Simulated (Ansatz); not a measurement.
GeF₂, relaxed as a triplet with UKS PBE0-D4/def2-TZVP in Ansatz, starting from the PBE0-D4/def2-TZVP geometry of the neutral singlet. Force threshold 0.02 eV/Å.

At PBE0-D4/def2-TZVP a singlet of charge 0 lies 3.44 eV below the triplet, each at its own geometry. The structure comes from a short search, and lower isomers may exist.

Start:

```tsv
atom	x (Å)	y (Å)	z (Å)
Ge1	-0.558	0.055	0.527
F2	-0.576	-0.534	-1.115
F3	1.134	0.479	0.587
```

(1) Estimate the energy that the relaxation releases and the steps that it takes.

(2) Does the start keep its bonding and symmetry?

(3) Predict the relaxed structure.

Answers

(1) 0.14 eV, in 5 steps; 4.4 s on 4 threads of Arm Neoverse V2 on a shared host. No frequencies were taken in this run, so the end may be a saddle point.

(2) By distances, no bond broke or formed. The bond that changes most is Ge1–F2, from 1.74 to 1.74 Å (atoms count from 1). Point group C2v at the start, C2v at the end, both within 0.05 Å.

(3) 
```xyz
3

Ge   -0.4585    0.0452    0.4338
F    -0.7222   -0.5865   -1.1638
F     1.1807    0.5412    0.7300
```
Bond lengths: 2 × F–Ge 1.74 Å.
